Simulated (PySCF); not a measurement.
B2GeH3N, CH7BGeSi, CH8B2Ge (calculated)

Calculation on a computer-drawn molecule: optimised geometry and harmonic frequencies of an isolated molecule of the commonest isotopes, restricted reference for singlets and unrestricted otherwise, frozen core in MP2; on germanium a core potential holds 10 electrons, which the energies leave out, and 3d is frozen in MP2 and coupled-cluster steps. Program: PySCF 2.14.0.

Common to all runs: charge 0; multiplicity 1; basis and core potential on germanium cc-pVDZ-PP ECP10MDF.

```yaml
- entry: 1
  formula: B2GeH3N
  start_structure:
    atoms_angstrom:
      - [B, -2.6223, 2.6192, 0.2694]
      - [B, -1.4758, 1.8015, -0.6618]
      - ["N", -0.6235, 1.2078, -1.3617]
      - [Ge, 0.5853, 0.1401, -2.2236]
      - [H, -2.2849, 3.2817, 1.207]
      - [H, -3.7867, 2.5473, 0.0036]
      - [H, 0.9693, 1.1996, -3.3486]
  given:
    method: MP2
    basis: cc-pVDZ
    drawn_bonds_atom: [1, 2, 3, 1, 1, 4]
    drawn_bonds_other_atom: [2, 3, 4, 5, 6, 7]
    drawn_bonds_order: [1, 2, 1, 1, 1, 1]
  results:
    optimised_atom_element: [B, B, "N", Ge, H, H, H]
    "optimised_atom_x [angstrom]": [-2.628, -1.491, -0.6152, 0.6134, -2.293, -3.802, 0.9773]
    "optimised_atom_y [angstrom]": [2.622, 1.811, 1.214, 0.1126, 3.29, 2.552, 1.195]
    "optimised_atom_z [angstrom]": [0.2753, -0.6491, -1.377, -2.241, 1.22, 0.01129, -3.356]
    "modes_frequency [cm^-1]": [76.06, 103.4, 237.5, 282.6, 285.8, 412.6, 775.6, 778.8, 850.7, 973.5, 1220, 1848, 1941, 2642, 2727]
    "modes_reduced_mass [dalton]": [4.293, 4.834, 1.021, 5.782, 2.988, 7.006, 1.573, 1.181, 4.22, 1.394, 1.172, 11.62, 1.023, 1.055, 1.125]
    "rotational_constants [GHz]": [102.5, 1.502, 1.5]
    "total_energy [hartree]": -399.3169
    "convergence_status_largest_gradient_component [hartree/bohr]": 1.401e-05
- entry: 2
  formula: CH7BGeSi
  start_structure:
    atoms_angstrom:
      - [B, 0.0574, -3.687, -1.1458]
      - [C, -0.9132, -3.4131, -2.1824]
      - [Si, -1.7123, -1.7619, -2.3731]
      - [Ge, -1.2493, -0.0308, -0.8307]
      - [H, 0.5305, -4.7421, -1.0775]
      - [H, 0.3218, -2.8257, -0.3168]
      - [H, -1.2715, -4.1592, -2.9532]
      - [H, -2.7049, -1.3085, -3.3398]
      - [H, -1.9621, 1.2786, -1.1071]
      - [H, -1.5473, -0.3606, 0.5569]
      - [H, 0.2009, 0.3788, -0.8086]
  given:
    method: HF
    basis: "cc-pV(D+d)Z"
    drawn_bonds_atom: [1, 2, 3, 1, 1, 2, 3, 4, 4, 4]
    drawn_bonds_other_atom: [2, 3, 4, 5, 6, 7, 8, 9, 10, 11]
    drawn_bonds_order: [1, 2, 1, 1, 1, 1, 1, 1, 1, 1]
  results:
    optimised_atom_element: [B, C, Si, Ge, H, H, H, H, H, H, H]
    "optimised_atom_x [angstrom]": [0.01987, -0.9914, -1.69, -1.196, 0.5381, 0.3272, -1.275, -2.673, -2.027, -1.571, 0.2877]
    "optimised_atom_y [angstrom]": [-3.663, -3.337, -1.773, 0.01083, -4.745, -2.825, -4.083, -1.416, 1.23, -0.3976, 0.3674]
    "optimised_atom_z [angstrom]": [-1.143, -2.242, -2.312, -0.777, -1.051, -0.3281, -2.979, -3.36, -1.189, 0.6456, -0.8421]
    "modes_frequency [cm^-1]": [55.67, 114.0, 175.1, 264.8, 294.8, 359.1, 503.7, 546.9, 597.1, 803.2, 826.2, 869.3, 885.4, 962.3, 965.4, 1027, 1061, 1121, 1287, 1383, 2220, 2242, 2249, 2317, 2624, 2692, 3307]
    "modes_reduced_mass [dalton]": [1.069, 3.927, 3.155, 1.044, 3.243, 5.445, 1.041, 1.197, 1.191, 1.219, 1.524, 1.141, 1.064, 1.02, 1.019, 1.777, 1.387, 1.735, 1.471, 1.964, 1.021, 1.024, 1.014, 1.042, 1.06, 1.118, 1.088]
    "rotational_constants [GHz]": [7.314, 1.631, 1.356]
    "total_energy [hartree]": -648.8834
    "convergence_status_largest_gradient_component [hartree/bohr]": 5.345e-06
- entry: 3
  formula: CH8B2Ge
  start_structure:
    atoms_angstrom:
      - [B, 0.9215, 1.1175, -1.2018]
      - [C, 0.41, 0.3836, -0.0467]
      - [B, -0.8601, -0.4276, -0.6272]
      - [Ge, -2.6381, 0.4409, -0.8166]
      - [H, 1.9266, 0.7728, -1.7592]
      - [H, 0.4453, 2.0735, -1.5736]
      - [H, 0.0584, 1.0729, 0.7441]
      - [H, 1.1235, -0.2793, 0.4171]
      - [H, -0.6729, -1.5489, -0.8587]
      - [H, -3.1228, 0.508, -2.2699]
      - [H, -3.7283, -0.1729, -0.0876]
      - [H, -2.6969, 1.9246, -0.5232]
  given:
    method: HF
    basis: cc-pVDZ
    drawn_bonds_atom: [1, 2, 3, 1, 1, 2, 2, 3, 4, 4, 4]
    drawn_bonds_other_atom: [2, 3, 4, 5, 6, 7, 8, 9, 10, 11, 12]
    drawn_bonds_order: [1, 1, 1, 1, 1, 1, 1, 1, 1, 1, 1]
  results:
    optimised_atom_element: [B, C, B, Ge, H, H, H, H, H, H, H, H]
    "optimised_atom_x [angstrom]": [1.04, 0.4181, -0.885, -2.724, 2.2, 0.3555, 0.1288, 1.157, -0.8438, -3.146, -3.824, -2.71]
    "optimised_atom_y [angstrom]": [1.172, 0.2811, -0.4527, 0.5101, 1.094, 1.973, 1.055, -0.3841, -1.628, 0.4465, -0.1915, 1.989]
    "optimised_atom_z [angstrom]": [-1.228, -0.08202, -0.5573, -0.8422, -1.524, -1.808, 0.651, 0.3667, -0.8099, -2.319, -0.02715, -0.4235]
    "modes_frequency [cm^-1]": [66.51, 86.25, 116.5, 181.2, 290.5, 451.1, 465.3, 605.9, 705.0, 771.0, 856.6, 903.0, 941.5, 967.8, 968.8, 1031, 1043, 1145, 1217, 1277, 1334, 1529, 2184, 2186, 2205, 2666, 2681, 2739, 3099, 3240]
    "modes_reduced_mass [dalton]": [1.414, 1.703, 1.043, 2.543, 1.951, 1.078, 1.98, 1.523, 1.243, 1.285, 1.804, 1.046, 1.165, 1.058, 1.05, 1.684, 2.126, 1.469, 1.864, 1.3, 1.243, 1.122, 1.023, 1.023, 1.013, 1.055, 1.09, 1.127, 1.067, 1.091]
    "rotational_constants [GHz]": [11.9, 1.859, 1.72]
    "total_energy [hartree]": -385.2330
    "convergence_status_largest_gradient_component [hartree/bohr]": 2.569e-05
```
